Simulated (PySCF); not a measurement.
Cards and structures have been mixed up. Pair them.

Structures:
1. `COc1ccccn1`
2. `C1[C@H](C#CC)C[Si@@]1(C#C)C`
3. `Cc1nn([SiH](C)C)nc1C#N`

Card P (geometry GFN2-xTB):
* Rotational constants A, B, C: 5.235, 1.676, 1.280 GHz
* Point group: Cs
* Dipole moment (PBE0/pcSseg-1): 0.65 D
* Isotropic shieldings of nuclei other than C and H, by class (GIAO PBE0/pcSseg-1): -37 (1 N), 207 (1 O) ppm
* HOMO energy (PBE0/pcSseg-1): -6.78 eV

Card Q (geometry GFN2-xTB):
* Rotational constants A, B, C: 1.935, 0.579, 0.489 GHz
* Isotropic shieldings of nuclei other than C and H, by class (GIAO PBE0/pcSseg-1): 368 (1 Si) ppm
* 13C chemical shifts (computed TMS as zero) by class (GIAO PBE0/pcSseg-1): 104.4 (1 C), 93.2 (1 C), 92.0 (1 C), 84.1 (1 C), 28.7 (2 C), 21.7 (1 C), 5.0 (1 C), 0.6 (1 C) ppm
* HOMO energy (PBE0/pcSseg-1): -6.93 eV

Card R (geometry GFN2-xTB):
- Rotational constants A, B, C: 1.852, 0.586, 0.462 GHz
- Dipole moment (PBE0/pcSseg-1): 5.06 D
- HOMO energy (PBE0/pcSseg-1): -7.87 eV
- 13C chemical shifts (computed TMS as zero) by class (GIAO PBE0/pcSseg-1): 158.6 (1 C), 129.9 (1 C), 118.0 (1 C), 12.7 (1 C), -1.8 (2 C) ppm
- Isotropic shieldings of nuclei other than C and H, by class (GIAO PBE0/pcSseg-1): -128 (1 N), -104 (1 N), -63 (1 N), -19 (1 N), 347 (1 Si) ppm
- Point group: C1

Each SMILES stands for a single optimised conformer of the isolated species, non-relativistic unless stated. Electronic properties by PySCF. NMR classes are plain means over equivalent atoms (diastereotopic ones count apart unless rotation or inversion swaps them), as if these changed places fast.

Problem. Which card belongs to which structure?

Solution. P = 1, Q = 2, R = 3. What ties each card to its structure:
- 1 (card P), C6H7NO, monoisotopic mass 109.1 u, 8 heavy atoms: point group Cs; an asymmetric top with C = 1.280 GHz, the highest such constant on the cards; dipole 0.65 D.
- 2 (card Q), C9H12Si, monoisotopic mass 148.1 u, 10 heavy atoms: 9 C in 8 classes; the least shielded carbon (104.4 ppm) is a terminal alkyne carbon; an asymmetric top with C = 0.489 GHz.
- 3 (card R), C6H10N4Si, monoisotopic mass 166.1 u, 11 heavy atoms: 6 C in 5 classes; point group C1; the least shielded carbon (158.6 ppm) is a substituted aromatic carbon; an asymmetric top with C = 0.462 GHz, the lowest such constant on the cards; dipole 5.06 D.
